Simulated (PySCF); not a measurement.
# One molecule, several mistakes: AlGeH7Si

All numbers below are calculated, not measured. They come from PySCF 2.14.0, an open-source quantum chemistry program, on an isolated molecule that a program drew, which may never have been made. The molecule is AlGeH7Si (charge 0, singlet), drawn as the SMILES string `[AlH2][GeH2][SiH3]`.

Each row is a Hartree-Fock (HF) and frozen-core CCSD(T) single point in the cc-pV(D+d)Z basis, meant for a local HF minimum. Run 1 is clean. Each other run has one planted mistake out of seven kinds, and not every kind appears here: one electron removed, one electron added, multiplicity raised by two, geometry at a saddle point, minimal basis STO-3G, one bond length entered in bohr, all coordinates scaled. The reference is restricted for singlets and unrestricted otherwise, and also for a bond in bohr. Adding or removing an electron swaps singlet and doublet. Electrons count all cores. HOMO and LUMO are orbital energies over both spins, the gradient is its largest component, and the lowest frequency (negative if imaginary) is given only where the gradient is small. Bond lengths are over the 9 bonds as drawn. T1 is the CCSD diagnostic: over 0.02 (restricted) or 0.045 (unrestricted) a single reference is doubtful. Germanium has the cc-pVDZ-PP basis, with a core potential (ECP10MDF) in place of its 10 inner electrons, and its 3s, 3p and 3d shells are frozen in CCSD(T).

Geometry of the clean run:
```xyz
10
AlGeH7Si, angstrom
Al   -0.2798   -1.3074   -1.7157
Ge   -0.7618   -1.2690    0.7424
Si   -0.1617    0.8069    1.8144
H     1.1282   -1.7935   -2.2465
H    -1.3687   -0.8154   -2.7514
H    -0.0002   -2.3904    1.4732
H    -2.2592   -1.5016    1.0166
H    -0.4694    0.7697    3.2634
H     1.2890    1.0660    1.6419
H    -0.9086    1.9307    1.1975
```

| run | electrons | basis functions | <S^2> | HOMO (eV) | LUMO (eV) | gradient (hartree/bohr) | lowest frequency (cm^-1) | mean bond (Å) | longest bond (Å) | T1 | HF (hartree) | CCSD(T) (hartree) | mistake |
|---|---|---|---|---|---|---|---|---|---|---|---|---|---|
| 1 | 66 | 104 | 0.000 | -9.62 | 0.59 | 2.5e-06 | 32 | 1.7344 | 2.505 | 0.0126 | -828.29551 | -828.63704 | no fault |
| 2 | 66 | 104 | 0.807 | -7.88 | 0.23 | 8.4e-03 | - | 1.8907 | 2.988 | 0.0558 | -828.19770 | -828.53045 | one bond length entered in bohr |
| 3 | 66 | 104 | 2.018 | -5.75 | -2.22 | 4.7e-02 | - | 1.7344 | 2.505 | 0.0205 | -828.16622 | -828.50250 | multiplicity raised by two |
| 4 | 67 | 104 | 0.767 | -0.50 | 6.46 | 1.7e-02 | - | 1.7344 | 2.505 | 0.0138 | -828.29307 | -828.65068 | ? |

**Which mistake was planted in run 4, and what did it cost?**

It counts 67 electrons, one more than the clean run, at the same geometry and basis. So the mistake is: one electron added. Subtracting run 1 and multiplying by 627.51 kcal/mol a hartree, the energy moved by 1.5 kcal/mol in HF and -8.6 kcal/mol in CCSD(T).

Cautions from the logs. Run 2: T1 is over the limit, so its CCSD(T) energy is less reliable.
